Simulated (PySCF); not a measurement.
Caution: the highest occupied level lies above zero, a sign of self-interaction error and of too few diffuse functions.

Delta-SCF ions had no search for a lower state. 

Cartesian coordinates (Å):
```xyz
6

C      1.5404    -0.1307     0.4811
C      0.3251    -0.0888     0.1005
C     -0.9570    -0.1823    -0.3038
H      2.1018     0.7851     0.6744
H     -1.2217    -0.2113    -1.3584
H     -1.7766    -0.2449     0.4085
```
Charge -1, spin multiplicity 1.

Problem. Predict the HOMO, total energy and vertical detachment energy (Delta-SCF) from PBE0-D4/def2-TZVPD run with PySCF 2.14.0.

Solution. 
```yaml
HOMO: 0.61 eV
total_energy: -115.9286 Ha
vertical detachment energy (Delta-SCF): 1.32 eV
```
